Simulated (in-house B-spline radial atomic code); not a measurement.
## BHandHLYP excitations of Ge⁴⁺

Method: BHandHLYP. Computed with an all-electron radial atomic-structure program (B-spline basis): linear response of the closed shell [Ar] 3d10 with the functional's adiabatic kernel; non-relativistic, point nucleus, no spin-orbit coupling, no double excitations, S, P, D and F terms only. Only terms of natural parity with L up to 3 were computed.

Without relativity these are model numbers for so heavy an element.

Command:
```bash
python run_td.py task.json out
```
Settings (radii: box in bohr, nucleus in fm):
```
Z                        32
electrons                28
configuration            [Ar] 3d10
hamiltonian              nr
method                   bhandhlyp
box_radius               19.1
intervals                54
```

Run time, properties included: 0.7 s on 1 thread of Intel(R) Xeon(R) 6975P-C (Granite Rapids), with other jobs on the host.

The lowest states, in the order of their Tamm-Dancoff energies; the method's threshold (minus the highest occupied level) is 86.37 eV. Labels give the largest channel, * marks a mixed state, and oscillator strengths are full-response dipole values. Semilocal kernels can invert the small singlet-triplet splittings of Rydberg terms. Energies in eV:

| state | full response | Tamm-Dancoff | oscillator strength |
| --- | --- | --- | --- |
| 3d → 4s 3D | 29.039 | 29.064 | - |
| 3d → 4s 1D | ? | ? | - |
| 3d → 4p 3P | 39.55 | 39.58 | - |
| 3d → 4p 3F | 39.88 | 39.90 | - |
| 3d → 4p 1F | ? | ? | - |
| 3d → 4p 1P | 41.36 | 41.44 | 0.53 |
| 3d → 4d 3S | 55.19 | 55.24 | - |
| 3d → 4d 3D | 55.96 | 55.98 | - |
| 3d → 4d 1D | 56.60 | 56.61 | - |
| 3d → 5s 3D | 59.95 | 59.96 | - |

Q: Where does 3d → 4s 1D lie?

A: At 29.831 eV in full response, 29.843 eV in Tamm-Dancoff.

Q: Where does 3d → 4p 1F lie?

A: At 40.48 eV in full response, 40.49 eV in Tamm-Dancoff.

Q: How large is the singlet-triplet splitting of 3d → 4s (D terms) in Tamm-Dancoff?

A: 0.779 eV, from the unrounded values.

Q: What polarisabilities and dispersion coefficient does the method give?

A: Dipole 0.7919 bohr³, quadrupole 1.143 bohr⁵, C6 1.498 hartree·bohr⁶ for two such species.
